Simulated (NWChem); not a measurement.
System meant: CH4CdO2; SMILES C[O][Cd][OH]

Here is an NWChem input.

```
start job
memory heap 200 mb stack 900 mb global 1100 mb
geometry units angstroms noautoz
  Cd     0.184588     0.351615    -0.129708
  O     -0.288699     2.247405    -0.273717
  H     -0.549727     2.608183     0.581187
  O      0.815746    -1.506855    -0.137846
  C     -0.023666    -2.602874     0.026858
  H     -0.816760    -2.685938    -0.745841
  H      0.578454    -3.528620    -0.044295
  H     -0.532256    -2.636634     1.013396
end
basis spherical
  * library def2-svp
end
ecp
  Cd library def2-ecp
end
dft
  xc xpbe96 cpbe96
  iterations 4
  mulliken
end
task dft energy
```

End of the output:

```
    Atom       Charge   Shell Charges
 -----------   ------   -------------------------------------------------------
    1 Cd  20    19.61   0.01  1.02  0.93  0.61  0.27  5.65  0.70  0.32  8.64  1.46  0.00
    2 O    8     8.25   1.97  0.91  0.64  2.66  2.06  0.01
    3 H    1     0.93   0.56  0.18  0.19
    4 O    8     8.27   1.97  0.93  0.63  2.68  2.04  0.02
    5 C    6     5.94   1.96  0.57  0.30  1.81  1.16  0.13
    6 H    1     1.00   0.66  0.28  0.06
    7 H    1     0.99   0.65  0.27  0.06
    8 H    1     1.00   0.66  0.28  0.06

 center of mass
 --------------
 x =   0.04414371 y =   0.14056611 z =  -0.00616669

 moments of inertia (a.u.)
 ------------------
         893.100918597307           0.000000000000           0.000000000000
           0.000000000000          45.093324476425           0.000000000000
           0.000000000000           0.000000000000         921.691084476317

     Multipole analysis of the density
     ---------------------------------

     L   x y z        total         alpha         beta         nuclear
     -   - - -        -----         -----         ----         -------
     0   0 0 0      0.000000    -23.000000    -23.000000     46.000000

     1   1 0 0     -0.521294      1.374826      1.374826     -3.270947
     1   0 1 0     -0.033934      8.834272      8.834272    -17.702478
     1   0 0 1      0.510425      0.453559      0.453559     -0.396694

     2   2 0 0    -28.596112    -25.788013    -25.788013     22.979915
     2   1 1 0      1.162988     -1.920563     -1.920563      5.004115
     2   1 0 1     -0.712402     -0.002084     -0.002084     -0.708235
     2   0 2 0    -31.850594   -259.768152   -259.768152    487.685710
     2   0 1 1      2.955154     -0.195865     -0.195865      3.346884
     2   0 0 2    -27.432275    -17.664151    -17.664151      7.896028

 ------------------------------------------------------------------------
 dft energy failed                                                                                  0
 ------------------------------------------------------------------------
 ------------------------------------------------------------------------
  current input line :
    24: task dft energy
 ------------------------------------------------------------------------
 ------------------------------------------------------------------------
 This type of error is most commonly associated with calculations not reaching convergence criteria
 ------------------------------------------------------------------------
 For more information see the NWChem manual at https://nwchemgit.github.io

0:dft energy failed:Received an Error in Communication
```

Problem. Find the fault in this run and fix the input.

Solution. Convergence was not reached. Cause: the SCF was allowed too few iterations. This input runs:
```
start job
memory heap 200 mb stack 900 mb global 1100 mb
geometry units angstroms noautoz
  Cd     0.184588     0.351615    -0.129708
  O     -0.288699     2.247405    -0.273717
  H     -0.549727     2.608183     0.581187
  O      0.815746    -1.506855    -0.137846
  C     -0.023666    -2.602874     0.026858
  H     -0.816760    -2.685938    -0.745841
  H      0.578454    -3.528620    -0.044295
  H     -0.532256    -2.636634     1.013396
end
basis spherical
  Cd library def2-svp
  O library def2-svp
  H library def2-svp
  C library def2-svp
end
ecp
  Cd library def2-ecp
end
dft
  xc xpbe96 cpbe96
  iterations 150
  mulliken
end
task dft energy
```
It converges to -358.31071 Ha (PBE/def2-SVP with def2 effective core potentials on Cd).
